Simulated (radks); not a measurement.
Task: These are the eigenvalues of the occupied orbitals of an atom or ion with whole-number occupations (Ry). Calculated with a radial shooting solver on a logarithmic mesh with Libxc functionals: non-relativistic Kohn-Sham, exchange-only LDA, spin-polarised, spherical densities, point nucleus.

orbital  eigenvalue
1s        -227.4317
2s        -21.45977
2p        -16.75634
3s         -1.66569
3p         -0.66760

Which element is it, and in what charge state? The configuration may be excited. Open shells, if any, are filled with parallel spins first.

Result: Z = 18, argon, charge 0: Ar in [Ar]. The list shows which subshells hold electrons but not how many an open one holds; the 1s level, -113.72 hartree, gives Z - s = 15.1 by -(Z - s)^2/2, which with screening narrows Z to a few neighbours, and the depths of the outer levels then fix element, charge and occupations together.
